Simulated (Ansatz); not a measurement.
Mulliken charges of C3H6Si, SMILES `[SiH3]C1C=C1` from PBE/def2-TZVPP in Ansatz (PBE0-D4/def2-TZVP geometry).

```
atom   x (Å)   y (Å)   z (Å)  charge (e)
 Si1  -1.146   0.586  -0.665       0.213
  C2  -0.022  -0.605   0.236      -0.149
  C3   1.481  -0.586   0.046      -0.132
  C4   1.069  -0.125   1.170      -0.133
  H5  -1.608   0.018  -1.964      -0.063
  H6  -2.360   0.901   0.140      -0.063
  H7  -0.406   1.850  -0.930      -0.065
  H8  -0.474  -1.575   0.469       0.067
  H9   2.281  -0.826  -0.632       0.162
 H10   1.268   0.310   2.134       0.162
```

**Question.** By hand: the dipole of these point charges (1 e Å = 4.8032 D).

**Answer.** Σ q r = (0.241, -0.058, 0.112) e Å, of length 0.272 e Å = 1.31 D.

**Question.** How does the dipole of the full density compare? (An estimate is asked.)

**Answer.** Computed: (0.240, -0.103, 0.130) e Å, 1.40 D; the point charges give 0.94 times that, at 9° from its direction.

Point charges leave out the atoms' own dipoles, such as those of lone pairs, and Mulliken's split depends on the basis, so the close match here is no proof of good charges.
